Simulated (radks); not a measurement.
Q: Valence configurations of Pb II. All-electron calculation, scalar-relativistic Kohn-Sham, r2SCAN, spin-polarised, spherical densities, finite nucleus; open shells are filled with parallel spins first (spin-orbit coupling, left out, can overturn this in heavy ions); meta-GGA in the generalised Kohn-Sham scheme; Fermi nuclear charge, rms radius 5.5012 fm. Program: a radial shooting solver on a logarithmic mesh with Libxc functionals. Order these by energy: [Xe] 4f12 5d10 6s2 6p3; [Xe] 4f14 5d9 6s2 6p2; [Xe] 4f14 5d10 6s1 6p2; [Xe] 4f14 5d10 6p3; [Xe] 4f12.5 5d10 6s1 6p3.5; [Xe] 4f13 5d10 6s2 6p2; [Hg] 6p1; [Xe] 4f13 5d10 6s1 6p3; [Xe] 4f13 5d10 6s1.5 6p2.5; [Xe] 4f14 5d8 6s2 6p3.

A: From the lowest, in eV above it: [Hg] 6p1 0.000; [Xe] 4f14 5d10 6s1 6p2 7.632; [Xe] 4f14 5d10 6p3 17.712; [Xe] 4f14 5d9 6s2 6p2 20.174; [Xe] 4f14 5d8 6s2 6p3 42.419; [Xe] 4f13 5d10 6s2 6p2 140.13; [Xe] 4f13 5d10 6s1.5 6p2.5 144.25; [Xe] 4f13 5d10 6s1 6p3 147.83; [Xe] 4f12.5 5d10 6s1 6p3.5 226.32; [Xe] 4f12 5d10 6s2 6p3 297.31. NIST lists [Hg] 6p1 as the ground configuration; this level of theory agrees among the configurations tried. The energies are those of spherical high-spin densities, not of single terms.
